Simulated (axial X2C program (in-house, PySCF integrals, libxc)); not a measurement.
## Which molecule has these constants?

All values come from calculations with an in-house relativistic program for diatomic molecules, spin-free (one-electron X2C) or two-component (2c: spin–orbit coupling with atomic mean-field Coulomb and Gaunt terms, which also bring small scalar terms), in Dyall basis sets with cores contracted in-house; open shells are unrestricted.

A two-component PBE0 calculation in a Dyall 3-zeta basis gave Re = 2.183 Å, ωe = 607.3 cm⁻¹, De = 2.65 eV, dipole magnitude 0.57 D, Ω = 1/2.

Question: Which molecule is it?
A. BeI
B. CaI
C. MgI

Answer: A. The others have MgI 2.591 Å and 306.7 cm⁻¹ (Ω = 1/2); CaI 2.825 Å and 238.0 cm⁻¹ (Ω = 1/2).

Each entry is the lowest single determinant of a limited PBE0 search at one distance. De goes to single-determinant-based atoms at the same level (for ions the charge split of lowest energy) and is withheld (n/a) where an atom does not fit its ground term or J level. Main or longest-lived isotopes. The functionals have no current term, which raises determinants with orbital currents.
